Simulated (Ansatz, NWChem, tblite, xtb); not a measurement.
**InGeH3Cl2 (SMILES [Cl][In]([Cl])[GeH3]): methods side by side**

InGeH3Cl2: 7 atoms, total charge 0, spin state singlet. As SMILES, `[Cl][In]([Cl])[GeH3]`. Geometry: relaxed at PBE0-D4/def2-TZVP.

Quantity: the dipole moment, in D. The values are calculated.

```
                     level            kind  program  value (D)
                  GFN1-xTB  semi-empirical   tblite       6.26
                 IPEA1-xTB  semi-empirical   tblite       4.76
                  GFN2-xTB  semi-empirical      xtb       4.75
                  GFN0-xTB  semi-empirical      xtb       6.29
                 HF/STO-3G    Hartree–Fock   NWChem       4.12
                  HF/3-21G    Hartree–Fock   NWChem       4.80
  wPBEh/ANO-RCC-MB (sfX2C)             GGA   Ansatz       3.65
 wPBEh/ANO-RCC-VDZ (sfX2C)             GGA   Ansatz       4.74
wPBEh/ANO-RCC-VDZP (sfX2C)             GGA   Ansatz       4.02
wPBEh/ANO-RCC-VTZP (sfX2C)             GGA   Ansatz       3.90
```

All-electron rows without a relativistic Hamiltonian named are non-relativistic. The values span 3.65 to 6.29 D. Magnitudes only. Sets without polarisation functions give poor dipoles.
